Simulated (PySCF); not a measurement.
PySCF input file for Sc(F)3 cation (F3Sc), SMILES [F][Sc]([F])[F] (connectivity only; charge and spin as stated), charge +1, multiplicity 2, B3LYP-D3(BJ)/def2-SVP. 

```python
import numpy as np
from pyscf import gto, scf, dft
from pyscf.geomopt import geometric_solver

mol = gto.M(
    atom='''
    Sc    0.00000000    0.00000000    0.00000000
    F    -1.81067598   -0.00000000   -0.00000000
    F     0.90533799    1.56809140   -0.00000000
    F     0.90533799   -1.56809140   -0.00000000
    ''',
    basis='def2-SVP',
    charge=1,
    spin=1,
    max_memory=1600,
    verbose=3,
)
mf = dft.UKS(mol, xc='b3lyp').density_fit(auxbasis='def2-universal-jkfit')
mf.disp = 'd3bj'
mf.grids.level = 3
mf.conv_tol = 1e-9
mf.max_cycle = 100
mf.kernel()
fine, coarse = mf.grids, dft.Grids(mol).set(level=1).build(with_non0tab=True)
for _ in range(3):  # follow internal instabilities
    mf.grids = coarse
    mo, _, stable, _ = mf.stability(return_status=True, nroots=4)
    mf.grids = fine
    if stable:
        break
    mf.kernel(mf.make_rdm1(mo, mf.mo_occ))
grad = mf.nuc_grad_method()
grad.grid_response = mol.nao <= 150
conv, mol_eq = geometric_solver.kernel(grad, convergence_set='GAU_TIGHT', maxsteps=100)
print(mol_eq.tostring(format='xyz'))
mf.reset(mol_eq)
mf.kernel()
```

Output:

```

WARN: HOMO -0.600575783303148 >= LUMO -0.600575783303146

converged SCF energy = -1059.68242383933  <S^2> = 0.76269823  2S+1 = 2.0126582
<class 'pyscf.df.df_jk.DFUKS'> wavefunction is stable in the internal stability analysis
[banner and settings of the optimiser left out]
Geometry optimization cycle 1
Cartesian coordinates (Angstrom)
 Atom        New coordinates             dX        dY        dZ
  Sc   0.000000   0.000000   0.000000    0.000000  0.000000  0.000000
   F  -1.810676   0.000000   0.000000    0.000000  0.000000  0.000000
   F   0.905338   1.568091   0.000000    0.000000  0.000000  0.000000
   F   0.905338  -1.568091   0.000000    0.000000  0.000000  0.000000

WARN: Mole.unit (angstrom) is changed to Bohr

converged SCF energy = -1059.68242383965  <S^2> = 0.76269825  2S+1 = 2.0126582
--------------- DFUKS_Scanner gradients ---------------
         x                y                z
0 Sc    -0.0003602582    -0.0000000046     0.0000000000
1 F     0.0312215193     0.0000000016     0.0000000000
2 F    -0.0154306306    -0.0271424504     0.0000000000
3 F    -0.0154306305     0.0271424534    -0.0000000000
----------------------------------------------
cycle 1: E = -1059.68242384  dE = -1059.68  norm(grad) = 0.0540791
Step    0 : Gradient = 2.704e-02/3.122e-02 (rms/max) Energy = -1059.6824238397
Hessian Eigenvalues: 4.50000e-02 5.00000e-02 5.00000e-02 ... 2.52934e-01 2.52934e-01 2.52934e-01

Geometry optimization cycle 2
Cartesian coordinates (Angstrom)
 Atom        New coordinates             dX        dY        dZ
  Sc   0.001156  -0.000667  -0.000000    0.001156 -0.000667 -0.000000
   F  -1.874839   0.001113  -0.000000   -0.064163  0.001113 -0.000000
   F   0.936070   1.625770  -0.000000    0.030732  0.057679 -0.000000
   F   0.937613  -1.626216   0.000000    0.032275 -0.058125  0.000000
converged SCF energy = -1059.68698923697  <S^2> = 0.76473945  2S+1 = 2.0146855
--------------- DFUKS_Scanner gradients ---------------
         x                y                z
0 Sc    -0.0003388255    -0.0000074900    -0.0000000000
1 F    -0.0045752296     0.0000141984     0.0000000000
2 F     0.0024449273     0.0039101472     0.0000000000
3 F     0.0024691278    -0.0039168556    -0.0000000000
----------------------------------------------
cycle 2: E = -1059.68698924  dE = -0.0045654  norm(grad) = 0.00798455
Step    1 : Displace = 5.659e-02/6.648e-02 (rms/max) Trust = 1.000e-01 (=) Grad = 3.992e-03/4.630e-03 (rms/max) E (change) = -1059.6869892370 (-4.565e-03) Quality = 0.790
Hessian Eigenvalues: 4.50000e-02 5.00000e-02 5.00000e-02 ... 2.52933e-01 2.52934e-01 2.90468e-01

Geometry optimization cycle 3
Cartesian coordinates (Angstrom)
 Atom        New coordinates             dX        dY        dZ
  Sc   0.002032  -0.001103   0.000000    0.000875 -0.000437  0.000000
   F  -1.865628   0.001869   0.000000    0.009211  0.000756  0.000000
   F   0.930576   1.619310   0.000000   -0.005495 -0.006460  0.000000
   F   0.933021  -1.620075   0.000000   -0.004592  0.006141  0.000000
converged SCF energy = -1059.68711598784  <S^2> = 0.76445577  2S+1 = 2.0144039
--------------- DFUKS_Scanner gradients ---------------
         x                y                z
0 Sc    -0.0003515327    -0.0000039661    -0.0000000000
1 F    -0.0006014542     0.0000178523     0.0000000000
2 F     0.0004588737     0.0004914248     0.0000000000
3 F     0.0004941133    -0.0005053110     0.0000000000
----------------------------------------------
cycle 3: E = -1059.68711599  dE = -0.000126751  norm(grad) = 0.00119884
Step    2 : Displace = 7.367e-03/9.239e-03 (rms/max) Trust = 1.414e-01 (+) Grad = 5.994e-04/7.067e-04 (rms/max) E (change) = -1059.6871159878 (-1.268e-04) Quality = 1.151
Hessian Eigenvalues: 4.50000e-02 4.99997e-02 5.00000e-02 ... 2.52893e-01 2.52934e-01 2.67023e-01

Geometry optimization cycle 4
Cartesian coordinates (Angstrom)
 Atom        New coordinates             dX        dY        dZ
  Sc   0.003096  -0.001564   0.000000    0.001064 -0.000460  0.000000
   F  -1.863254   0.002698  -0.000000    0.002374  0.000829 -0.000000
   F   0.928444   1.619023   0.000000   -0.002132 -0.000287 -0.000000
   F   0.931714  -1.620157   0.000000   -0.001306 -0.000082 -0.000000
converged SCF energy = -1059.68711975961  <S^2> = 0.76440838  2S+1 = 2.0143569
--------------- DFUKS_Scanner gradients ---------------
         x                y                z
0 Sc    -0.0003532231    -0.0000000978     0.0000000000
1 F     0.0001064384     0.0000243255     0.0000000000
2 F     0.0000975824    -0.0000888310     0.0000000000
3 F     0.0001492024     0.0000646033     0.0000000000
----------------------------------------------
cycle 4: E = -1059.68711976  dE = -3.77178e-06  norm(grad) = 0.000424895
Step    3 : Displace = 1.869e-03/2.484e-03 (rms/max) Trust = 2.000e-01 (+) Grad = 2.124e-04/3.532e-04 (rms/max) E (change) = -1059.6871197596 (-3.772e-06) Quality = 1.138
Hessian Eigenvalues: 4.50000e-02 4.99633e-02 5.00000e-02 ... 2.52897e-01 2.52934e-01 3.65498e-01

Geometry optimization cycle 5
Cartesian coordinates (Angstrom)
 Atom        New coordinates             dX        dY        dZ
  Sc   0.004206  -0.001958   0.000000    0.001111 -0.000394 -0.000000
   F  -1.862135   0.003446  -0.000000    0.001118  0.000748 -0.000000
   F   0.927070   1.619798  -0.000000   -0.001373  0.000775 -0.000000
   F   0.930859  -1.621286  -0.000000   -0.000855 -0.001129 -0.000000
converged SCF energy = -1059.68712087072  <S^2> = 0.76440202  2S+1 = 2.0143505
--------------- DFUKS_Scanner gradients ---------------
         x                y                z
0 Sc    -0.0003710875     0.0000139342     0.0000000000
1 F     0.0002303200     0.0000291531     0.0000000000
2 F     0.0000351668    -0.0001525158    -0.0000000000
3 F     0.0001056007     0.0001094285    -0.0000000000
----------------------------------------------
cycle 5: E = -1059.68712087  dE = -1.1111e-06  norm(grad) = 0.000489307
Step    4 : Displace = 1.380e-03/1.736e-03 (rms/max) Trust = 2.828e-01 (+) Grad = 2.447e-04/3.713e-04 (rms/max) E (change) = -1059.6871208707 (-1.111e-06) Quality = 1.785
Hessian Eigenvalues: 2.63996e-02 4.50000e-02 5.00000e-02 ... 2.52934e-01 2.59451e-01 4.11299e-01

Geometry optimization cycle 6
Cartesian coordinates (Angstrom)
 Atom        New coordinates             dX        dY        dZ
  Sc   0.010411  -0.003852  -0.000000    0.006205 -0.001894 -0.000000
   F  -1.857094   0.007148  -0.000000    0.005041  0.003702 -0.000000
   F   0.920685   1.624498  -0.000000   -0.006386  0.004701 -0.000000
   F   0.925998  -1.627795  -0.000000   -0.004860 -0.006509 -0.000000
converged SCF energy = -1059.6871245968  <S^2> = 0.76439196  2S+1 = 2.0143405
--------------- DFUKS_Scanner gradients ---------------
         x                y                z
0 Sc    -0.0005098251     0.0001444874    -0.0000000000
1 F     0.0005652770     0.0000471228     0.0000000000
2 F    -0.0001214694    -0.0001755925     0.0000000000
3 F     0.0000660175    -0.0000160177    -0.0000000000
----------------------------------------------
cycle 6: E = -1059.6871246  dE = -3.72608e-06  norm(grad) = 0.000807935
Step    5 : Displace = 7.184e-03/9.021e-03 (rms/max) Trust = 3.000e-01 (+) Grad = 4.040e-04/5.672e-04 (rms/max) E (change) = -1059.6871245968 (-3.726e-06) Quality = 1.218
Hessian Eigenvalues: 1.85461e-02 4.50000e-02 5.00000e-02 ... 2.52939e-01 2.84797e-01 4.22873e-01

Geometry optimization cycle 7
Cartesian coordinates (Angstrom)
 Atom        New coordinates             dX        dY        dZ
  Sc   0.013387  -0.004401  -0.000000    0.002976 -0.000549 -0.000000
   F  -1.855678   0.008260  -0.000000    0.001417  0.001112 -0.000000
   F   0.919065   1.626557  -0.000000   -0.001620  0.002058 -0.000000
   F   0.923226  -1.630415  -0.000000   -0.002773 -0.002621 -0.000000
converged SCF energy = -1059.6871264309  <S^2> = 0.76439432  2S+1 = 2.0143429
--------------- DFUKS_Scanner gradients ---------------
         x                y                z
0 Sc    -0.0006835495     0.0002830933    -0.0000000000
1 F     0.0006486950     0.0000457493     0.0000000000
2 F    -0.0001138541    -0.0000603185     0.0000000000
3 F     0.0001487085    -0.0002685240     0.0000000000
----------------------------------------------
cycle 7: E = -1059.68712643  dE = -1.8341e-06  norm(grad) = 0.00103976
Step    6 : Displace = 2.824e-03/3.375e-03 (rms/max) Trust = 3.000e-01 (=) Grad = 5.199e-04/7.399e-04 (rms/max) E (change) = -1059.6871264309 (-1.834e-06) Quality = 1.847
Hessian Eigenvalues: 2.57742e-03 4.50000e-02 5.00000e-02 ... 2.52937e-01 2.59281e-01 6.17431e-01

Geometry optimization cycle 8
Cartesian coordinates (Angstrom)
 Atom        New coordinates             dX        dY        dZ
  Sc   0.053625  -0.011131  -0.000000    0.040238 -0.006730 -0.000000
   F  -1.840010   0.020511  -0.000000    0.015668  0.012252 -0.000000
   F   0.902132   1.650520  -0.000000   -0.016933  0.023963 -0.000000
   F   0.884253  -1.659900  -0.000000   -0.038972 -0.029485 -0.000000
converged SCF energy = -1059.68714610399  <S^2> = 0.76413888  2S+1 = 2.0140892
--------------- DFUKS_Scanner gradients ---------------
         x                y                z
0 Sc    -0.0024253312     0.0033377760    -0.0000000000
1 F     0.0019654664    -0.0001490433     0.0000000000
2 F    -0.0004817407     0.0006879045     0.0000000000
3 F     0.0009416056    -0.0038766372     0.0000000000
----------------------------------------------
cycle 8: E = -1059.6871461  dE = -1.96731e-05  norm(grad) = 0.00612605
Step    7 : Displace = 3.506e-02/4.081e-02 (rms/max) Trust = 3.000e-01 (=) Grad = 3.063e-03/4.126e-03 (rms/max) E (change) = -1059.6871461040 (-1.967e-05) Quality = 1.323
Hessian Eigenvalues: 1.55903e-03 4.50000e-02 5.00000e-02 ... 2.53658e-01 2.82518e-01 1.16340e+00

Geometry optimization cycle 9
Cartesian coordinates (Angstrom)
 Atom        New coordinates             dX        dY        dZ
  Sc   0.089945  -0.018038  -0.000000    0.036320 -0.006907 -0.000000
   F  -1.829677   0.029748  -0.000000    0.010333  0.009237 -0.000000
   F   0.890886   1.668768  -0.000000   -0.011246  0.018248 -0.000000
   F   0.848847  -1.680478  -0.000000   -0.035407 -0.020578 -0.000000
converged SCF energy = -1059.68718569829  <S^2> = 0.76346261  2S+1 = 2.0134176
--------------- DFUKS_Scanner gradients ---------------
         x                y                z
0 Sc    -0.0026532978     0.0076265109    -0.0000000000
1 F     0.0027486767    -0.0005942195     0.0000000000
2 F    -0.0013343407     0.0001115238     0.0000000000
3 F     0.0012389619    -0.0071438152     0.0000000000
----------------------------------------------
cycle 9: E = -1059.6871857  dE = -3.95943e-05  norm(grad) = 0.0112904
Step    8 : Displace = 2.899e-02/3.698e-02 (rms/max) Trust = 3.000e-01 (=) Grad = 5.645e-03/8.075e-03 (rms/max) E (change) = -1059.6871856983 (-3.959e-05) Quality = 1.928
Hessian Eigenvalues: 1.83388e-04 4.50000e-02 5.00000e-02 ... 2.53174e-01 3.96225e-01 2.04724e+00

Geometry optimization cycle 10
Cartesian coordinates (Angstrom)
 Atom        New coordinates             dX        dY        dZ
  Sc   0.467738  -0.129738  -0.000000    0.377794 -0.111700 -0.000000
   F  -1.724558   0.143131  -0.000000    0.105119  0.113382 -0.000000
   F   0.767787   1.736792  -0.000000   -0.123099  0.068024 -0.000000
   F   0.489032  -1.750185  -0.000000   -0.359814 -0.069707 -0.000000
converged SCF energy = -1059.65675705725  <S^2> = 0.75785963  2S+1 = 2.0078443
--------------- DFUKS_Scanner gradients ---------------
         x                y                z
0 Sc     0.0280718075    -0.1449613150    -0.0000000000
1 F    -0.0180422930    -0.0023830402    -0.0000000000
2 F    -0.0006884337     0.0026387681     0.0000000000
3 F    -0.0093410807     0.1447055872     0.0000000000
----------------------------------------------
cycle 10: E = -1059.65675706  dE = 0.0304286  norm(grad) = 0.207768
Step    9 : Displace = 2.722e-01/3.937e-01 (rms/max) Trust = 3.000e-01 (=) Grad = 1.039e-01/1.477e-01 (rms/max) E (change) = -1059.6567570572 (+3.043e-02) Quality = -68.722
Rejecting step - quality is lower than -1.0
Hessian Eigenvalues: 1.83388e-04 4.50000e-02 5.00000e-02 ... 2.53174e-01 3.96225e-01 2.04724e+00

Geometry optimization cycle 11
Cartesian coordinates (Angstrom)
 Atom        New coordinates             dX        dY        dZ
  Sc   0.262629  -0.059063  -0.000000   -0.205109  0.070675  0.000000
   F  -1.786298   0.073137  -0.000000   -0.061741 -0.069994  0.000000
   F   0.842425   1.726794  -0.000000    0.074638 -0.009998  0.000000
   F   0.681244  -1.740868  -0.000000    0.192212  0.009317  0.000000
SCF not converged.
SCF energy = -1059.68369127211 after 100 cycles  <S^2> = 0.76089353  2S+1 = 2.010864
--------------- DFUKS_Scanner gradients ---------------
         x                y                z
0 Sc     0.0213643260    -0.0208956409    -0.0000000000
1 F    -0.0057103271    -0.0026915987    -0.0000000000
2 F    -0.0028598629     0.0006309275     0.0000000000
3 F    -0.0127941359     0.0229563121     0.0000000000
----------------------------------------------
cycle 11: E = -1059.68369127  dE = -0.0269342  norm(grad) = 0.0404002
[traceback left out]
RuntimeError: Nuclear gradients of <pyscf.scf.hf.DFUKS_Scanner object> not converged
```

The run crashed.
